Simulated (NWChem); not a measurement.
**Relativistic effects in ClTe**

```xyz
2

Te     0.0000     0.0000    -0.5854
Cl     0.0000     0.0000     1.7905
```
Charge 0, spin multiplicity 2.

Everything below was run with NWChem. Structure: optimised with UPBE/def2-SVP with def2 effective core potentials on Te, a minimum by its harmonic frequencies.

Functional PBE0, all-electron basis x2c-SVPall-2c, contracted for the X2C Hamiltonian and used here with ZORA. The ion keeps the geometry and has multiplicity 3 in the scalar run; the spin-orbit run starts from the same electron counts.

Relative cost: rough, from shared machines, SCF included, scalar ZORA = 1.

The spin multiplicity of the parent species was assumed, not shown to be that of its ground state. The structure started from a generated list of species. No SCF solution was tested for a lower state.

```
Hamiltonian      ΔSCF ionisation energy (eV)  relative cost
---------------  ---------------------------  -------------
scalar ZORA                             8.81              1
spin-orbit ZORA                         9.09        under 3
```

From scalar ZORA to spin-orbit ZORA the ionisation energy increases by 0.28 eV.
